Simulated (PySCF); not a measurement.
Eu (europium, neutral): r2SCAN calculation

Configuration: [Xe] 4f7 5d2, high-spin 10F determinant (an excited configuration). Computed with PySCF 2.14 in cc-pVDZ-X2C (8s7p5d3f1g, 84 functions), with scalar relativity by spin-free X2C-1e.

- Total energy: -10843.51 hartree
- One-electron energy: -14831.64 hartree
- Hartree (Coulomb) energy: 4234.26 hartree
- Exchange-correlation energy: -246.13 hartree
- ⟨S²⟩: 24.7558
- ⟨L²⟩: 12.833
- Sum of ⟨r⟩: 42.43 bohr
- Sum of ⟨r²⟩: 68.43 bohr²
- Traceless quadrupole moment −½Σ⟨3z² − r²⟩ along its main axis: 0.00134 e·bohr²
- Langevin diamagnetic susceptibility: -54.2 ×10⁻⁶ cm³/mol

| shell | electrons | mean orbital energy (eV) | spread (eV) | rms radius, mean of both spins (bohr) |
| --- | --- | --- | --- | --- |
| 1s α | 1 | -48311.1 | 0 | 0.0254 |
| 1s β | 1 | -48311.0 | 0 | 0.0254 |
| 2s α | 1 | -7951.5 | 0 | 0.103 |
| 2s β | 1 | -7951.4 | 0 | 0.103 |
| 2p α | 3 | -7093.0 | 0 | 0.0923 |
| 2p β | 3 | -7092.9 | 0 | 0.0923 |
| 3s α | 1 | -1756.5 | 0 | 0.266 |
| 3s β | 1 | -1753.6 | 0 | 0.266 |
| 3p α | 3 | -1486.7 | 0 | 0.266 |
| 3p β | 3 | -1483.8 | 0.000 | 0.266 |
| 3d α | 5 | -1120.0 | 0.010 | 0.245 |
| 3d β | 5 | -1117.7 | 0.018 | 0.245 |
| 4s α | 1 | -352.04 | 0 | 0.602 |
| 4s β | 1 | -344.90 | 0 | 0.602 |
| 4p α | 3 | -262.56 | 0.000 | 0.639 |
| 4p β | 3 | -255.32 | 0.001 | 0.639 |
| 4d α | 5 | -136.06 | 0.030 | 0.706 |
| 4d β | 5 | -128.68 | 0.040 | 0.706 |
| 5s α | 1 | -43.731 | 0 | 1.49 |
| 5s β | 1 | -39.697 | 0 | 1.49 |
| 5p α | 3 | -22.403 | 0.000 | 1.77 |
| 5p β | 3 | -19.283 | 0.001 | 1.77 |
| 4f α | 7 | -1.211 | 0.069 | 1.21 |
| 5d α | 2 | -0.641 | 0.003 | 3.57 |

Spin-orbit coupling, absent here, splits the open shell strongly.

Densities and radii are taken from the X2C orbitals without a picture-change correction, which distorts them close to the nucleus.
